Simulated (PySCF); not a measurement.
## Stationary points of Au₃Se⁺

All numbers come from PBE in PySCF with Se def2-SVP, Au def2-SVP with ECP60; scalar-relativistic core potentials, no spin–orbit coupling; density-fitted integrals.

Relaxations began from a few typed shapes. The search is not exhaustive: other isomers or separated fragments can lie lower, and high-lying points may rest on an excited occupation.

```
   spin  group                                                  bonds                                                                                           angles  imaginary modes (cm⁻¹)  ΔE (kJ/mol)  ΔE with ZPE (kJ/mol)
singlet    C3v                                     Se–Au 2.395 Å (×3)                                                                              Au–Se–Au 94.5° (×3)                    none          0.0                   0.0
singlet    C2v  Au–Au 2.725 Å (×2), Se–Au 2.486 Å, Se–Au 2.518 Å (×2)  Au–Au–Au 115.1°, Au–Au–Se 56.4° (×2), Au–Au–Se 57.6° (×2), Au–Se–Au 66.0° (×2), Au–Se–Au 132.0°                     43i         65.3                     –
singlet    D3h                                     Se–Au 2.395 Å (×3)                                                                             Au–Se–Au 120.0° (×3)                    189i        114.7                     –
```

The lowest minimum found is the singlet C3v: Se–Au 2.395 Å (×3); Au–Se–Au 94.5° (×3).

For the lowest minimum: with an element this heavy the missing spin–orbit coupling can shift these numbers.
